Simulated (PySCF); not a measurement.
Molecule: B(F)2(tBu), SMILES C(B(F)F)(C)(C)C, singlet. Atoms near the plane z = 1.2 Å, at the GFN2-xTB optimised geometry (x, y, z in Å): B1 (0.8, 1.1, 0.0), F2 (2.1, 1.1, 0.0), F3 (0.3, 2.3, 0.0), C4 (-0.1, -0.3, 0.1), C7 (-0.1, -0.7, 1.5), H10 (-2.0, 0.8, 0.2), H14 (0.9, -0.9, 1.9), H15 (-0.6, 0.0, 2.2), H16 (-0.7, -1.6, 1.6).

Computed with PBE0/def2-TZVP in PySCF. Cells within 0.4 Å of a nucleus heavier than hydrogen are left out (blank, or x). The values are rescaled to run from 0 to 1.

```
|1111111111000000000000000000011|
|1111111111000000000000000000001|
|1111111111000000000000000000000|
|1111111111000000000000000000000|
|1111111111000000000000000000000|
|1111111111000000000000000000000|
|1111111111100000000110000000000|
|1111111111110001122211000000000|
|1111111111111112344331100000000|
|1111112222211224577642100000000|
|1111122222222345899963100000000|
|1111122333323347999974210000000|
|1111122333333457999974210000000|
|1111122333334567899863200000000|
|1111112223345899987643100000000|
|1111111222358999997542110000000|
|1111111122369999998532211100111|
|11111111223799xx999643211111111|
|1111111122379999999743221111111|
|1111112222489999998643221111111|
|1111122223599999975432221111111|
|1111122223599998533222221111111|
|1111222223479974322222221111111|
|1111222222346543221111111111111|
|1111222222333332211111111111111|
|1111122222222222211111111111111|
|1111122222222222111111111111111|
|1111112222222222111111111111111|
|1111111222222221111111111111111|
|1111111112222211111111111111111|
|1111111111111111111111111111111|
```
Scale: ten equal steps from 0.000 (start of '0') to 1.00 (end of '9'), in the order '0123456789'; x runs from -4.50 to 4.50, y from -4.50 (bottom) to 4.50 (top).

### Question
Which quantity is mapped?
A) deformation density (molecule minus spherical neutral atoms)
B) an orbital amplitude
C) Laplacian of the electron density
D) electrostatic potential

### Answer
D, electrostatic potential. In full: electrostatic potential (hartree/e), clipped to [-0.08, 0.12].
